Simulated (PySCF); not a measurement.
# How the method changes the shape and vibrations of AlBClHO

These are calculations, not measurements. The program is PySCF 2.14.0, an open-source quantum chemistry code, run on an isolated molecule that a program drew, which may never have been made. The molecule is AlBClHO (charge 0, singlet), drawn as the SMILES string `O=[B][AlH][Cl]`.

The geometry was optimised and harmonic frequencies were computed with HF and MP2, all in the cc-pV(D+d)Z basis, for the commonest isotopes, with a restricted reference for singlets and an unrestricted one otherwise, and a frozen core in MP2. Each result is a local minimum of its method.

Geometry at the HF minimum:
```xyz
5
AlBClHO, angstrom
O     0.6363   -1.9427    3.2029
B     0.4382   -0.9447    2.5919
Al    0.0512    0.8275    1.4885
Cl    1.5436    2.3057    1.5235
H    -1.2627    1.0597    0.6793
```

Lengths of the bonds as drawn, in Å (atoms numbered as above):
```
bond,HF,MP2
O1-B2,1.187,1.223
B2-Al3,2.123,2.107
Al3-Cl4,2.101,2.100
Al3-H5,1.561,1.564
```

Rotational constants, in GHz:
| constant | HF | MP2 |
|---|---|---|
| A | 13.68 | 13.69 |
| B | 1.81 | 1.801 |
| C | 1.599 | 1.591 |

Harmonic frequencies in cm^-1, each column in rising order, so a row needn't be the same motion in every method:
```
rank    HF   MP2
   1   112   106
   2   274     ?
   3   354   325
   4   462   453
   5   504   486
   6   564   562
   7   697   676
   8  2073  1899
   9  2129  2034
```

**Estimate the missing MP2 frequency from the HF column.**

A single factor s that minimises the squared misfit of MP2 against s times HF over the other rows is sum(HF x MP2) / sum(HF^2) = 0.9411, with an rms misfit of 26 cm^-1. For rank 2 it gives 0.9411 x 274 = 258 cm^-1. The calculation gives 247 cm^-1, 11 cm^-1 below the estimate. The drawn bonds are on average 0.6 % longer in MP2 than in HF.
